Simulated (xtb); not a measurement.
acetonitrile (C$_{2}$H$_{3}$N), singlet, from a rough starting geometry; xtb with GFN2-xTB.

Here is a job for xtb.
```
$ xtb mol.xyz --gfn 2 --opt vtight --json

# file mol.xyz
6

C     -0.01524501    -0.04312349    -0.47547680
C     -0.00437392    -0.03081391     0.94177724
N      0.00051322    -0.02699587     2.12270598
H     -0.05106794     1.06716482    -0.88684438
H      0.84371819    -0.52790047    -0.86837281
H     -0.90972586    -0.47521093    -0.85000427
```

Question: What does xtb print? Leave out banner, timings and long lists.

Answer: 
```
   ID    Z sym.   atoms
    1    6 C      1, 2
    2    7 N      3
    3    1 H      4-6

           -------------------------------------------------
          |                Calculation Setup                |
           -------------------------------------------------

           -------------------------------------------------
          |                 G F N 2 - x T B                 |
           -------------------------------------------------

          ...................................................
          :                      SETUP                      :
          :.................................................:
          :  # basis functions                  15          :
          :  # atomic orbitals                  15          :
          :  # shells                            9          :
          :  # electrons                        16          :
          :  max. iterations                   250          :
          :  Hamiltonian                  GFN2-xTB          :
          :  restarted?                      false          :
          :  GBSA solvation                  false          :
          :  PC potential                    false          :
          :  electronic temp.          300.0000000     K    :
          :  accuracy                    1.0000000          :
          :  -> integral cutoff          0.2500000E+02      :
          :  -> integral neglect         0.1000000E-07      :
          :  -> SCF convergence          0.1000000E-05 Eh   :
          :  -> wf. convergence          0.1000000E-03 e    :
          :  Broyden damping             0.4000000          :
          :  net charge                          0          :
          :  unpaired electrons                  0          :
          ...................................................

 iter      E             dE          RMSdq      gap      omega  full diag
   1     -8.8248526 -0.882485E+01  0.654E+00    6.22       0.0  T
   2     -8.8254224 -0.569800E-03  0.418E+00    6.31       1.0  T
   3     -8.7952540  0.301684E-01  0.303E+00    5.43       1.0  T
   4     -8.8367122 -0.414582E-01  0.504E-01    5.70       1.0  T
   5     -8.8372905 -0.578358E-03  0.789E-02    5.65       1.0  T
   6     -8.8372965 -0.599713E-05  0.395E-02    5.66       1.0  T
   7     -8.8372975 -0.976154E-06  0.139E-02    5.67       2.9  T
   8     -8.8372980 -0.546054E-06  0.184E-03    5.67      22.2  T
   9     -8.8372980 -0.783574E-09  0.340E-04    5.67     119.9  T
  10     -8.8372980 -0.291761E-09  0.788E-05    5.67     518.0  T

   *** convergence criteria satisfied after 10 iterations ***

         :::::::::::::::::::::::::::::::::::::::::::::::::::::
         ::                     SUMMARY                     ::
         :::::::::::::::::::::::::::::::::::::::::::::::::::::
         :: total energy              -8.679688445644 Eh    ::
         :: gradient norm              0.145686193931 Eh/a0 ::
         :: HOMO-LUMO gap              5.667108133344 eV    ::
         ::.................................................::
         :: SCC energy                -8.837297956551 Eh    ::
         :: -> isotropic ES            0.010348639626 Eh    ::
         :: -> anisotropic ES          0.001759334683 Eh    ::
         :: -> anisotropic XC          0.018829671519 Eh    ::
         :: -> dispersion             -0.001735785617 Eh    ::
         :: repulsion energy           0.157609510907 Eh    ::
         :: add. restraining           0.000000000000 Eh    ::
         :: total charge               0.000000000000 e     ::
         :::::::::::::::::::::::::::::::::::::::::::::::::::::

      -----------------------------------------------------------
     |                   =====================                   |
     |                        A N C O P T                        |
     |                   =====================                   |
     |               Approximate Normal Coordinate               |
     |                Rational Function Optimizer                |
      -----------------------------------------------------------
      -----------------------------------------------------------
     |                   =====================                   |
     |                        A N C O P T                        |
     |                   =====================                   |
     |               Approximate Normal Coordinate               |
     |                Rational Function Optimizer                |
      -----------------------------------------------------------

          ...................................................
          :                      SETUP                      :
          :.................................................:
          :   optimization level         verytight          :
          :   max. optcycles                   200          :
          :   ANC micro-cycles                  20          :
          :   degrees of freedom                12          :
          :.................................................:
          :   RF solver                   davidson          :
          :   write xtbopt.log                true          :
          :   linear?                        false          :
          :   energy convergence         0.1000000E-06 Eh   :
          :   grad. convergence          0.2000000E-03 Eh/α :
          :   maxmium RF displ.          1.0000000          :
          :   Hlow (freq-cutoff)         0.1000000E-01      :
          :   Hmax (freq-cutoff)         5.0000000          :
          :   S6 in model hess.         20.0000000          :
          ...................................................

generating ANC from exact Hessian ...
Using Lindh-Hessian (1995)
 Shifting diagonal of input Hessian by    4.8897256195612904E-003
 Lowest  eigenvalues of input Hessian
    0.000000    0.000000    0.000000    0.000000    0.000000    0.000000
    0.010000    0.059893    0.086524    0.105239    0.139547    0.149599
[...]
 * total energy  :    -8.6796884 Eh     change       -0.3414158E-10 Eh
 * total energy  :    -8.6876561 Eh     change       -0.7967611E-02 Eh
 * total energy  :    -8.6884475 Eh     change       -0.7914547E-03 Eh
 * total energy  :    -8.6882149 Eh     change        0.2326303E-03 Eh
 * total energy  :    -8.6884984 Eh     change       -0.2835186E-03 Eh
 * total energy  :    -8.6884999 Eh     change       -0.1470335E-05 Eh
 * total energy  :    -8.6885008 Eh     change       -0.9779761E-06 Eh
 * total energy  :    -8.6885010 Eh     change       -0.1050383E-06 Eh
 * total energy  :    -8.6885010 Eh     change       -0.5787116E-07 Eh
   *** GEOMETRY OPTIMIZATION CONVERGED AFTER 9 ITERATIONS ***
[...]
          :  restarted?                      false          :
          :  GBSA solvation                  false          :
          :  PC potential                    false          :
          :  electronic temp.          300.0000000     K    :
          :  accuracy                    1.0000000          :
          :  -> integral cutoff          0.2500000E+02      :
          :  -> integral neglect         0.1000000E-07      :
          :  -> SCF convergence          0.1000000E-05 Eh   :
          :  -> wf. convergence          0.1000000E-03 e    :
          :  Broyden damping             0.4000000          :
          :  net charge                          0          :
          :  unpaired electrons                  0          :
          ...................................................

 iter      E             dE          RMSdq      gap      omega  full diag
   1     -8.8678652 -0.886787E+01  0.625E-06    6.11       0.0  T
   2     -8.8678652 -0.301981E-13  0.352E-06    6.11   11584.6  T
   3     -8.8678652 -0.177636E-14  0.155E-06    6.11   26275.0  T

   *** convergence criteria satisfied after 3 iterations ***

         :::::::::::::::::::::::::::::::::::::::::::::::::::::
         ::                     SUMMARY                     ::
         :::::::::::::::::::::::::::::::::::::::::::::::::::::
         :: total energy              -8.688501010652 Eh    ::
         :: gradient norm              0.000084372087 Eh/a0 ::
         :: HOMO-LUMO gap              6.110387533978 eV    ::
         ::.................................................::
         :: SCC energy                -8.867865078638 Eh    ::
         :: -> isotropic ES            0.009865061444 Eh    ::
         :: -> anisotropic ES          0.001490551012 Eh    ::
         :: -> anisotropic XC          0.018445694198 Eh    ::
         :: -> dispersion             -0.001741731098 Eh    ::
         :: repulsion energy           0.179364067986 Eh    ::
         :: add. restraining           0.000000000000 Eh    ::
         :: total charge              -0.000000000000 e     ::
         :::::::::::::::::::::::::::::::::::::::::::::::::::::

           -------------------------------------------------
          |                Property Printout                |
           -------------------------------------------------

    * Orbital Energies and Occupations

         #    Occupation            Energy/Eh            Energy/eV
      -------------------------------------------------------------
         1        2.0000           -0.6500520             -17.6888
         2        2.0000           -0.6337658             -17.2456
         3        2.0000           -0.5434930             -14.7892
         4        2.0000           -0.5265078             -14.3270
         5        2.0000           -0.5265011             -14.3268
         6        2.0000           -0.4650791             -12.6554
         7        2.0000           -0.4650773             -12.6554
         8        2.0000           -0.4267064             -11.6113 (HOMO)
         9                         -0.2021538              -5.5009 (LUMO)
        10                         -0.2021501              -5.5008
        11                          0.1211449               3.2965
        12                          0.1591254               4.3300
        13                          0.2071920               5.6380
        14                          0.2072663               5.6400
        15                          1.1489124              31.2635
      -------------------------------------------------------------
                  HL-Gap            0.2245526 Eh            6.1104 eV
             Fermi-level           -0.3144301 Eh           -8.5561 eV

     #   Z          covCN         q      C6AA      α(0)
     1   6 C        3.754    -0.106    22.589     6.777
     2   6 C        1.890     0.118    28.198     8.576
     3   7 N        0.911    -0.241    26.284     7.415
     4   1 H        0.925     0.076     2.019     2.222
     5   1 H        0.925     0.076     2.019     2.222
     6   1 H        0.925     0.076     2.019     2.222

 Mol. C6AA /au·bohr⁶  :        377.196913
 Mol. C8AA /au·bohr⁸  :       8625.431934
 Mol. α(0) /au        :         29.435298

Wiberg/Mayer (AO) data.
largest (>0.10) Wiberg bond orders for each atom

 ---------------------------------------------------------------------------
     #   Z sym  total        # sym  WBO       # sym  WBO       # sym  WBO
 ---------------------------------------------------------------------------
     1   6 C    3.995 --     2 C    1.070     4 H    0.954     5 H    0.954
                             6 H    0.954
     2   6 C    3.947 --     3 N    2.850     1 C    1.070
     3   7 N    3.006 --     2 C    2.850
     4   1 H    0.994 --     1 C    0.954
     5   1 H    0.994 --     1 C    0.954
     6   1 H    0.994 --     1 C    0.954
 ---------------------------------------------------------------------------

Topologies differ in total number of bonds
Writing topology from bond orders to xtbtopo.mol

molecular dipole:
                 x           y           z       tot (Debye)
 q only:       -0.013       0.010      -1.008
   full:       -0.019       0.015      -1.515       3.851
molecular quadrupole (traceless):
                xx          xy          yy          xz          yz          zz
 q only:        1.650       0.000       1.648       0.002       0.065      -3.298
  q+dip:        2.611       0.000       2.608      -0.001       0.102      -5.220
   full:        3.374       0.001       3.372      -0.030       0.124      -6.746

optimized geometry written to: xtbopt.xyz

           -------------------------------------------------
          | TOTAL ENERGY               -8.688501010652 Eh   |
          | GRADIENT NORM               0.000084372087 Eh/α |
          | HOMO-LUMO GAP               6.110387533978 eV   |
           -------------------------------------------------

normal termination of xtb
```
